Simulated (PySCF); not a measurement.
## Vertical excitation energies

Compound: C₅H₁₂N₂.
SMILES: `C(C)NC/C=N/C`

Computed, not measured: TDDFT PBE0/def2-SVPD, vertical, gas phase, core orbitals frozen in the response (PySCF 2.14.0, density-fitted response routines). Geometry: GFN2-xTB, one conformer, isolated molecule. Torsions of this conformer, `[CH3:1][CH2:2][NH:3][CH2:4]/[CH:5]=[N:6]/[CH3:7]`: C1–C2–N3–C4 179°, C2–N3–C4–C5 177°, N3–C4–C5–N6 139°.

Q: Predict the UV-vis stick spectrum at this level.

A: 

```json
{"state": "S1", "λ (nm)": "245.0", "E (eV)": "5.06", "f": "0.0010", "|μ| (D)": "0.23", "main configurations (H = HOMO, L = LUMO)": "H-1→L (85%), H→L (14%)"}
{"state": "S2", "λ (nm)": "231.1", "E (eV)": "5.36", "f": "0.0063", "|μ| (D)": "0.56", "main configurations (H = HOMO, L = LUMO)": "H→L (85%), H-1→L (14%)"}
{"state": "S3", "λ (nm)": "199.1", "E (eV)": "6.23", "f": "0.0084", "|μ| (D)": "0.60", "main configurations (H = HOMO, L = LUMO)": "H→L+1 (94%)"}
{"state": "S4", "λ (nm)": "181.3", "E (eV)": "6.84", "f": "0.023", "|μ| (D)": "0.95", "main configurations (H = HOMO, L = LUMO)": "H→L+3 (52%), H→L+2 (34%), H→L+4 (12%)"}
{"state": "S5", "λ (nm)": "178.6", "E (eV)": "6.94", "f": "0.0046", "|μ| (D)": "0.42", "main configurations (H = HOMO, L = LUMO)": "H→L+2 (47%), H→L+3 (36%)"}
{"state": "S6", "λ (nm)": "176.3", "E (eV)": "7.03", "f": "0.026", "|μ| (D)": "0.99", "main configurations (H = HOMO, L = LUMO)": "H-1→L+1 (44%), H-1→L+2 (35%)"}
```

Triplets (Tamm–Dancoff): T1 4.23 eV, H-1→L (92%); T2 4.86 eV, H-2→L (74%), H→L (18%).

The lowest singlet comes at 245 nm (488 kJ/mol) in the ultraviolet; it is very weak; its leading configuration is HOMO-1→LUMO (85%). The most intense listed level is S6 at 7.03 eV (176 nm, f = 0.026), 1.97 eV above S1. It is the last of those listed, so stronger ones may follow. Löwdin shares by element: HOMO nitrogen 58% or more, carbon 19% or more, hydrogen 5% or more (atoms not listed hold the other 18%); LUMO carbon 40% or more, nitrogen 35% or more, hydrogen 6% or more (atoms not listed hold the other 19%). Weighted by f, the mean energy of these states is 6.68 eV. Of the 6 states listed, 2 reach f = 0.01 and none stays under 0.0005. Orbital energies (eV): HOMO-3 -9.84, HOMO-2 -8.35, HOMO-1 -7.12, HOMO -6.62, LUMO -0.04, LUMO+1 0.84, LUMO+2 1.15. Only the lowest 6 singlets were computed, as vertical energies without vibronic structure.
